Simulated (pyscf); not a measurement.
PySCF, gas phase, ωB97X-D3(BJ)/def2-SVP geometries. Correlated levels are frozen-core, on RHF or UHF. ΔMP2 is the change of the MP2 total energy from the triple- to the quadruple-zeta basis.

Estimate the classical barrier height and the reaction energy of `[SiH][AsH2]` [singlet] -> `[SiH2]=[AsH]` at CCSD(T)/def2-TZVPP + ΔMP2(QZVPP). The step runs on the singlet surface, breaks As–H and forms H–Si; take the reactant's lowest minimum found as zero.

ΔE‡ = 14.8 kcal/mol, ΔE = -19.8 kcal/mol. Zero-point energy shifts the barrier by -0.6 kcal/mol. It is a hydrogen shift, with an imaginary mode of 933i cm⁻¹. One saddle was located; it need not be the lowest between these sides. A restricted solution here is unstable towards spin polarisation, so biradical character is likely and single-reference numbers are less safe. The CCSD(T) − MP2 part came from Ansatz, without density fitting, on the same reference. The largest closed-shell T1 diagnostic is 0.031, which may signal static correlation. The frozen core leaves the outer d or s,p core shells of the metals and heavy elements correlated in the MP2 and CC values, and def2-TZVPP describes them poorly, which can shift differences by a few kcal/mol. Elements up to Kr have no core potential and no relativistic terms here.
